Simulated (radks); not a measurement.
The numbers below are computed, except where a source is named.
These are the eigenvalues of the occupied orbitals of an atom or ion with whole-number occupations (hartree). Code: a radial shooting solver on a logarithmic mesh with Libxc functionals. Model: non-relativistic Kohn-Sham, PBEsol, spin-polarised, spherical densities, point nucleus.

orbital  eigenvalue
1s up     -22.16200
1s down   -22.06433
2s up      -3.36733
2p up      -2.86669
3d up      -0.81047

Which element is it, and in what charge state? The configuration may be excited. Open shells, if any, are filled with parallel spins first.

Answer. Z = 8, oxygen, charge +3: O3+ in [He] 2s1 2p1 3d1. The list shows which subshells hold electrons but not how many an open one holds; the 1s level, -22.162 hartree, gives Z - s = 6.7 by -(Z - s)^2/2, which with screening narrows Z to a few neighbours, and the depths of the outer levels then fix element, charge and occupations together.
